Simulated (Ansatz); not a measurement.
Gas-phase electronic energies from Ansatz, PBE0-D4/def2-TZVP geometries. CBS: MP2 limit from def2 TZ/QZ plus the TZ coupled-cluster correction, frozen cores. Functionals use def2-TZVPP. For Li outer-core shells are correlated without core-valence functions, which leaves a few kJ/mol of doubt a bond. Each species was taken in one conformer, which may not be the lowest.

Reaction (formal exchange of groups at a Li–O bond): `[Li][O][Si](C)(C)C` + `c1ccccc1` → `[Li][c]1ccccc1` + `C[Si](C)(C)O`

| level | ΔE (eV) |
| --- | --- |
| BLYP-D4 | 2.08 |
| B97M-V | 2.03 |
| r2SCANh-D4 | 2.04 |
| r2SCAN0-D4 | 2.04 |
| HF/def2-QZVPP | 2.08 |
| MP2/def2-QZVPP | 2.05 |
| HF/CBS(def2) | 2.08 |
| CCSD/CBS(def2) | 2.06 |

(1) What does CCSD(T)/CBS give? (An estimate is asked.)

Largest T1 diagnostic among the species: 0.011.

## Answers

(1) Computed: +2.04 eV. The listed levels differ from it by 0.04, -0.01, 0.00, 0.00, 0.04, 0.01, 0.04, 0.02 eV.

In def2-TZVPP, CCSD(T) changes the Hartree–Fock value by −0.08 eV (the triples alone add −0.03 eV) and MP2 by −0.06 eV. At CCSD(T), def2-SVP lies +0.09 eV from the extrapolated value and def2-TZVPP −0.06 eV.
